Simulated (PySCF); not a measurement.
Ga(Me)(OAc)2, SMILES [O](C(=O)C)[Ga]([CH3])[O]C(C)=O at its GFN2-xTB optimised geometry (Å):

```
19

Ga    -0.8946     0.3525     0.0000
C     -2.1822    -0.3026    -1.4220
H     -3.2064    -0.1704    -1.0799
H     -2.0100    -1.3563    -1.6292
H     -2.0400     0.2765    -2.3324
O     -1.0903     2.4696     0.0000
C     -1.2494     2.3556     1.2302
C     -1.4209     3.5657     2.0994
O     -1.2602     1.2066     1.7686
H     -1.9961     3.3100     2.9847
H     -1.9000     4.3608     1.5353
H     -0.4330     3.9047     2.4076
O      1.1017     0.3525     0.0000
C      1.1137    -0.7795     0.5738
C      2.4317    -1.3863     0.9532
O      0.0444    -1.3681     0.8219
H      2.3529    -2.4696     0.9556
H      2.6817    -1.0522     1.9591
H      3.2064    -1.0496     0.2701
```

Computed with B3LYP/def2-SVP run with PySCF. Cells within 0.4 Å of a nucleus heavier than hydrogen are left out (blank, or x).

Map of the deformation density (molecule minus spherical neutral atoms) (e/bohr³) on the plane z = 1.2 Å:

```
|333333333333333333333333333|
|333333322222333333333333333|
|333333222222233333333333333|
|333333223532223333333333333|
|333333223421223333333333333|
|333333222221123333333333333|
|333333221351122333333333333|
|3333332200x0022333333333333|
|3333332210x1022333333333333|
|333333322373122333333333333|
|333333322354222333333333333|
|333333333465322233333333333|
|333333333343222222223333333|
|333333332222221111222233333|
|333333332222321001112223333|
|333333333223434214443222333|
|3333333333334x42146x4222333|
|333333333333494111581122333|
|333333333333343222893223333|
|333333333333333222453223333|
|333333333333333322222233333|
|333333333333333332222333333|
|333333333333333333333333333|
|333333333333333333333333333|
|333333333333333333333333333|
|333333333333333333333333333|
|333333333333333333333333333|
```
Scale: ten equal steps from -0.027 (start of '0') to 0.057 (end of '9'), in the order '0123456789'; x runs from -5.50 to 5.50, y from -5.50 (bottom) to 5.50 (top).
